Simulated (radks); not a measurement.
Task: All-electron atom: Ni4+ in [Ar] 3d6. All-electron calculation, scalar-relativistic Kohn-Sham, revPBE, spin-polarised, spherical densities, point nucleus; open shells are filled with parallel spins first. Program: a radial shooting solver on a logarithmic mesh with Libxc functionals. Some entries of the table are withheld. Estimate them.

orbital  occ.  eigenvalue (eV)  <1/r> (bohr^-1)  <r^2> (bohr^2)
1s down     1        -8276.459            28.09        0.003935
1s up       1        -8276.445            28.09        0.003935
2s up       1        -1047.599            6.066         0.07088
2s down     1        -1044.947            6.078         0.07061
2p up       3              (1)            5.952         0.05702
2p down     3              (2)            5.962         0.05674
3s up       1        -175.2041            1.952          0.6082
3s down     1        -169.8912            1.941          0.6137
3p up       3        -134.9638            1.818          0.6681
3p down     3        -129.7252            1.804          0.6781
3d up       5              (3)              (4)          0.8578
3d down     1              (5)              (6)          0.9096

Result: 
(1) 2p up eigenvalue (eV): -909.8595
(2) 2p down eigenvalue (eV): -907.8792
(3) 3d up eigenvalue (eV): -70.4332
(4) 3d up <1/r> (bohr^-1): 1.533
(5) 3d down eigenvalue (eV): -65.2990
(6) 3d down <1/r> (bohr^-1): 1.506
